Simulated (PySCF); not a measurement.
## Frontier orbitals and the lowest excitations

Species: cyclo-(F2SnNH)2.
Geometry (PBE0-D3(BJ)/def2-SVP, Å), atoms numbered from 1 in this order:
```xyz
10
F4H2N2Sn2 angstrom
Sn    -0.773   -1.087    0.690
F     -0.183   -2.396    1.964
F     -2.634   -1.534    0.550
N     -0.269    0.840    1.005
Sn     0.797    1.071   -0.690
F      0.207    2.387   -1.957
F      2.660    1.514   -0.556
N      0.288   -0.853   -1.007
H     -0.450    1.467    1.778
H      0.482   -1.486   -1.773
```

The calculation used PySCF, TDDFT wB97X-D/def2-SVPD, vertical, gas phase, core orbitals frozen in the response, def2 core potentials past Kr. Spin–orbit coupling is left out.

Frontier orbitals with the atoms that hold most of them (Löwdin shares over 4%, at most four atoms; ? is withheld):

| orbital | ε (eV) | atoms |
| --- | --- | --- |
| HOMO-3 | -13.14 | N8 16%, N4 16%, F6 13%, F3 13% |
| HOMO-2 | -12.16 | N4 27%, N8 27%, Sn1 10%, Sn5 10% |
| HOMO-1 | -11.31 | ? |
| HOMO | ? | ? |
| LUMO | -1.71 | Sn1 23%, Sn5 23%, N4 9%, N8 9% |
| LUMO+1 | 0.13 | Sn5 19%, Sn1 19%, N4 15%, N8 15% |
| LUMO+2 | 0.98 | Sn1 25%, Sn5 25%, N8 10%, N4 10% |

**Question.** Which atoms hold the HOMO-1, and with what shares?

**Answer.** N8 (bonded to 2 Sn and H) 33%; N4 (bonded to 2 Sn and H) 33%; Sn5 (bonded to 2 F and 2 N) 8%; Sn1 (bonded to 2 F and 2 N) 8%. By element: nitrogen 66%, tin 17%.

**Question.** Give the leading atoms of the HOMO.

**Answer.** N8 (bonded to 2 Sn and H) 42%; N4 (bonded to 2 Sn and H) 42%; H9 (bonded to N) 4%; H10 (bonded to N) 4%. By element: nitrogen 83%, hydrogen 8%.

**Question.** What is the HOMO energy, and the HOMO–LUMO gap?

**Answer.** ε(HOMO) = -10.35 eV; the gap is 8.65 eV (0.3177 hartree).

**Question.** How does S1 compare with the orbital gap of 8.65 eV?

**Answer.** S1 is at 3.93 eV (f = 0.0000), 4.71 eV below the gap, made of HOMO→LUMO (98%). Without the coupling terms of the response equations the lowest excitation would equal the gap.

**Question.** Give energy, strength and leading configuration of S1, S2, S3, S4 and S5, and follow the Löwdin shares of the leading atoms from the occupied to the empty orbital.

**Answer.** 
- S1 (3.93 eV, f 0.0000), HOMO→LUMO (98%): N8 42% → 9%, N4 42% → 9%, Sn1 at most 5% → 23%, Sn5 at most 5% → 23%
- S2 (4.98 eV, f 0.053), HOMO-1→LUMO (94%): N8 33% → 9%, N4 33% → 9%, Sn1 8% → 23%, Sn5 8% → 23%
- S3 (5.49 eV, f 0.0000), HOMO→LUMO+1 (95%): N8 42% → 15%, N4 42% → 15%, Sn5 at most 5% → 19%, Sn1 at most 5% → 19%
- S4 (5.80 eV, f 0.0000), HOMO-2→LUMO (97%): N4 27% → 9%, N8 27% → 9%, Sn1 10% → 23%, Sn5 10% → 23%
- S5 (6.50 eV, f 0.0000), HOMO-1→LUMO+1 (89%): N8 33% → 15%, N4 33% → 15%, Sn5 8% → 19%, Sn1 8% → 19%

Löwdin shares depend on the basis, the more so with diffuse functions.

On Intel Xeon at 2.50 GHz, one thread, no GPU, shared host with 64 logical CPUs at a one-minute load of 60, this took 5.0 min of wall time (grids of density and orbitals included) and 1.2 GiB of memory at its peak.

One conformer stands for the species.
